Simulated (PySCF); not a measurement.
## Correlation energy of As (arsenic, neutral)

[Ar] 3d10 4s2 4p3, high-spin 4S determinant. Computed with PySCF 2.14 in cc-pVTZ-PP with ECP10MDF (5s4p3d1f, 39 functions), with scalar relativity through the core potential. Frozen: 3s2 3p6 3d10; 5 electrons correlated.

MP2 pair energies summed by pair of shells (mhartree):

```json
{"pair": "4s-4p", "energy": "-46.38", "share (%)": "64.9"}
{"pair": "4p-4p", "energy": "-15.32", "share (%)": "21.5"}
{"pair": "4s-4s", "energy": "-9.72", "share (%)": "13.6"}
```

Total MP2 correlation energy: -71.42 mhartree.

Same-spin part -19.20 and opposite-spin part -52.22 mhartree; SCS-MP2 scales them by 1/3 and 6/5 to -69.06 mhartree.

```csv
level,correlation energy (mhartree)
CCSD,-85.57
(T),-2.79
CCSD(T),-88.36
```

Diagnostics: T1 = 0.0036, D1 = 0.0085, largest double amplitude 0.053.

Q: Is a single reference adequate?

A: Yes, within this model without spin-orbit coupling: T1 lies below 0.03 and no double amplitude reaches 0.07.
